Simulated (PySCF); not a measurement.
Stepwise substitution at one centre (Sn F-OH). Isolated molecules, 0 K electronic values unless said otherwise. One relaxed conformer stands for each flexible species; it need not be the lowest. Strings in code marks are SMILES.

The S1–T1 gap (TDA) from two functionals at the same geometries (B3LYP-D3(BJ)/def2-TZVP), both in PySCF: PBE-D3(BJ)/def2-TZVP and B3LYP-D3(BJ)/def2-TZVP. B3LYP has the VWN-RPA correlation part, as in Gaussian. Excitations are Tamm–Dancoff values on a coarser integration grid. The basis has no diffuse functions, so Rydberg states are missing or too high.

```
species                                                                                             PBE-D3(BJ)/def2-TZVP (eV)  B3LYP-D3(BJ)/def2-TZVP (eV)
--------------------------------------------------------------------------------------------------  -------------------------  ---------------------------
1 of 4 F replaced by OH (`[OH][Sn]([F])([F])[F]`)                                                                        0.44                         0.51
2 of 4 F replaced by OH (`[Sn]([F])([OH])([F])[OH]` (H–O–Sn–F torsion -96°, F–Sn–O–H torsion 20°))                       0.40                         0.47
3 of 4 F replaced by OH                                                                                                  0.39                         0.49
```

Over these rows, drawn at random from the members with no instability flagged (it was tested for open shells, ions and some series alone), PBE minus B3LYP-D3(BJ): mean -0.08 eV, from -0.09 eV to -0.07 eV.
